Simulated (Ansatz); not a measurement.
Complex (SMILES): F (HF) with [SiH3]C (CH3-SiH3), atoms 1 to 2 the first; geometry from B3LYP-D3(BJ)/def2-TZVP, monomers rigid:
```xyz
10

F     -0.8072     1.2098    -1.0332
H     -0.8337     1.4847    -0.1466
C     -0.8969     2.1476     1.9988
Si    -0.9462     2.6964     3.7994
H     -1.4172     2.8789     1.3758
H      0.1409     2.0657     1.6668
H     -1.3852     1.1755     1.8964
H     -0.2415     1.7083     4.6485
H     -0.2858     4.0143     3.9445
H     -2.3510     2.8086     4.2554
```

Basis-set convergence of the uncorrected interaction energy at HF with Ansatz (a first-principles code). All functions are spherical. No added dispersion term, no relativity. Functions are those of the species that has most. Reference: the counterpoise-corrected one, the value in aug-pcseg-3, -0.42 kcal/mol. Deviations are taken from unrounded values.

| basis | functions | uncorrected interaction energy (kcal/mol) | minus reference (kcal/mol) |
|---|---|---|---|
| def2-SV(P) | 60 | -1.38 | -0.96 |
| def2-SVP | 81 | -0.98 | -0.56 |
| def2-SVPD | 123 | -0.88 | -0.45 |
| aug-pcseg-1 | 136 | -1.10 | -0.67 |
| def2-TZVP | 141 | -0.49 | -0.07 |
| def2-TZVPD | 183 | -0.41 | 0.01 |
| def2-TZVPP | 202 | -0.48 | -0.05 |
| def2-TZVPPD | 244 | -0.43 | -0.01 |
| aug-pcseg-2 | 303 | -0.57 | -0.14 |
| def2-QZVPP | 394 | -0.48 | -0.06 |
| def2-QZVPPD | 436 | -0.42 | 0.00 |
| aug-pcseg-3 | 602 | -0.47 | -0.05 |

The smallest set listed that lies within 0.2 kcal/mol of the reference with all its larger relatives (same family, alike in diffuse functions; a set with none counts only in the reference's own line) is def2-TZVP (141 functions, -0.07 kcal/mol off).
